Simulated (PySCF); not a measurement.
**A survey of 19F NMR shifts**

- shielding tensors at PBE0/pcSseg-1 (GIAO)
- geometry from GFN2-xTB
- code: PySCF
- no solvent, rapidly exchanging positions averaged, single conformer, non-relativistic

Shieldings were converted by a linear fit to measured shifts: 19F: δ = 146.13 − 0.903σ +14.6 on sp3 carbon (rms 6.0 ppm, 223 shifts, 7.0 ppm with the 5 outliers that the fit left out vs CFCl3, solution or neat liquid). Occasional misses reach two or three times the rms, and more in compound classes unlike the fitted ones.

Problem. Give the 19F shifts of `F[C@@H]1[SiH2]SCS[C@H]1F`, `FC(F)[C@H]1CC/C1=C/CCl`.

Solution. 
| compound | environment | δ (ppm) |
| --- | --- | --- |
| [F:1][C@@H:2]1[SiH2:3][S:4][CH2:5][S:6][C@H:7]1[F:8] | F8: fluorine on an sp3 carbon | -178.3 |
| [F:1][C@@H:2]1[SiH2:3][S:4][CH2:5][S:6][C@H:7]1[F:8] | F1: fluorine on an sp3 carbon | -215.5 |
| [F:1][CH:2]([F:3])[C@H:4]1[CH2:5][CH2:6]/[C:7]1=[CH:8]/[CH2:9][Cl:10] | F3: fluorine of a CF2 group | -116.3 |
| [F:1][CH:2]([F:3])[C@H:4]1[CH2:5][CH2:6]/[C:7]1=[CH:8]/[CH2:9][Cl:10] | F1: fluorine of a CF2 group | -119.3 |

Problem. Match the shifts 31.5, -112.5, -194.0, -279.5 ppm to `C=CC/C(=C/Cl)CC(F)F`, `N#CC(F)=C=S`, `CC(=O)c1csc(C(=O)F)c1C`, `N#CC1=C[SiH2][C@@H]1F`.

Solution. 31.5: CC(=O)c1csc(C(=O)F)c1C (fluorine bonded to C); -112.5: C=CC/C(=C/Cl)CC(F)F (fluorine of a CF2 group); -194.0: N#CC1=C[SiH2][C@@H]1F (fluorine on an sp3 carbon); -279.5: N#CC(F)=C=S (vinylic fluorine).
